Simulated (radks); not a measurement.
Mn II, configuration [Ar] 3d5 4s0.5 4d0.5 (fractional occupations, a model configuration). Method: scalar-relativistic Kohn-Sham, PBEsol, spin-polarised, spherical densities, finite nucleus; open shells are filled with parallel spins first; Fermi nuclear charge, rms radius 3.7057 fm; computed with a radial shooting solver on a logarithmic mesh with Libxc functionals. Some entries of the table are withheld. Estimate them.

| orbital | occ. | eigenvalue (eV) | r(max) (bohr) | <1/r> (bohr^-1) |
|---|---|---|---|---|
| 1s up | 1 | -6431.996 | 0.03990 | 24.91 |
| 1s down | 1 | -6431.986 | 0.03990 | 24.91 |
| 2s up | 1 | -753.2064 | 0.2328 | 5.295 |
| 2s down | 1 | -751.0068 | 0.2325 | 5.306 |
| 2p up | 3 | -639.6390 | 0.1885 | 5.195 |
| 2p down | 3 | -637.9604 | 0.1883 | 5.205 |
| 3s up | 1 | -97.5586 | 0.7366 | 1.660 |
| 3s down | 1 | -92.3006 | 0.7376 | 1.653 |
| 3p up | 3 | -66.4067 | 0.7524 | 1.522 |
| 3p down | 3 | -61.2094 | 0.7540 | 1.513 |
| 3d up | 5 | -18.4977 | 0.7590 | (1) |
| 4s up | 0.5 | -13.9616 | 2.289 | 0.4893 |
| 3d down | 0 | -13.5541 | 0.7693 | (2) |
| 4d up | 0.5 | -3.6086 | (3) | (4) |

Answer. 
(1) 3d up <1/r> (bohr^-1): 1.159
(2) 3d down <1/r> (bohr^-1): 1.127
(3) 4d up r(max) (bohr): 5.359
(4) 4d up <1/r> (bohr^-1): 0.2116
